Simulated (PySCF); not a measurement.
# MgTl and its ions

ROHF-CCSD(T); PySCF, scalar-relativistic core potentials, basis sets Mg cc-pVDZ, Tl cc-pVDZ-PP with ECP60. Neutral (ROHF): doublet (π ↑), Re = 3.101 Å, ωe = 121 cm⁻¹, De = 0.23 eV.

MgTl⁺ (RHF): singlet (closed shell), Re = 3.364 Å, ωe = 121 cm⁻¹. The energies at the minima are -371.23320 hartree for MgTl and -371.05297 for MgTl⁺.

Problem. Work out the adiabatic ionisation energy, without and with harmonic zero-point energies (1 hartree = 27.2114 eV, 1 eV = 8065.5 cm⁻¹), and the change of the bond length.

Solution. At CCSD(T): 0.18023 hartree = 4.904 eV between the minima; the zero-point term (121.0 − 121.0)/2 cm⁻¹ = +0.000 eV makes it 4.904 eV. Re changes by +26.3 pm against the neutral. The electron leaves a π orbital, and the longer bond of the ion fits a bonding orbital, or a change in how ionic the bond is.

Correlated steps freeze 5 core orbitals. Weak bonds: MgTl. Basis-set superposition, not corrected here, can be much of De in a small basis, most of all at correlated wavefunction levels. Spin–orbit coupling is left out, which matters for elements this heavy, above all for dissociation energies. States were picked by a PBE0 search and need not be the measured ground states.
